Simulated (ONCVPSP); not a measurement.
**iodine: one change to an ONCV potential, before and after**

- Element: I
- Generator: ONCVPSP 4.0.1
- Type: optimised norm-conserving Vanderbilt (ONCV)
- Functional: PBE
- Relativity: fully relativistic
- Frozen core: [Kr] 4d10
- Valence charge: 7
- Reference configuration: 5s2 5p5
- Partial waves: 5s: rc 1.75 bohr, ncon 5, nbas 8, qcut 3 1/bohr, local; 5p: rc 1.85 bohr, ncon 4, nbas 7, qcut 3.8 1/bohr, 2 projectors, debl 3.6 Ha
- Local potential: the s channel
- Core correction: polynomial model core, fcfact 0.3

Open shells are filled in proportion to 2j + 1.

Change: p: debl 0.8.

Cutoffs: the cutoffs (Ha) at which the residual kinetic energy of the hardest occupied pseudo-wave falls to 1 and 0.1 mHa per electron; they do not see the model core or the augmentation charge, which bear on the density cutoff. Errors are all-electron minus pseudo energies relative to the spin-unpolarised reference configuration.

How do hardness, ghosts and transferability respond?

The potential gets neither clearly harder nor softer (26 Ha and 36 Ha → 26 Ha and 36 Ha); of the 4 tests that both files solve, the error grows in 2 and shrinks in 0 by more than 15 % and 0.3 meV (median size 29.0 → 31.3 meV); neither file shows a bound ghost.

| quantity | base | changed |
| --- | --- | --- |
| cutoff, loose | 26 Ha | 26 Ha |
| cutoff, tight | 36 Ha | 36 Ha |
| bound ghosts | none | none |
| GHOST(+) flags under 300 eV | none | none |
| error for 5s2 5p4, meV [ΔE 11.16 eV] | -1.6 | -2.0 |
| error for 5s2 5p3, meV [ΔE 31.03 eV] | -12 | -14 |
| error for 5s2 5p2, meV [ΔE 60.40 eV] | -46 | -49 |
| error for 5s2 5p1, meV [ΔE 99.86 eV] | -123 | -126 |
| s: phases at 1.77 bohr within 0.05 rad from the reference energy up to (Ha; the scan ends near 5) | 2.3 | 2.3 |
| p3/2: phases at 1.88 bohr within 0.05 rad from the reference energy up to (Ha; the scan ends near 5) | to the end of the scan | 4.1 |
| p1/2: phases at 1.88 bohr within 0.05 rad from the reference energy up to (Ha; the scan ends near 5) | to the end of the scan | 4.6 |
| rms error of d²Exc/dni dnj with the model core, mHa | 1.11 | 1.11 |
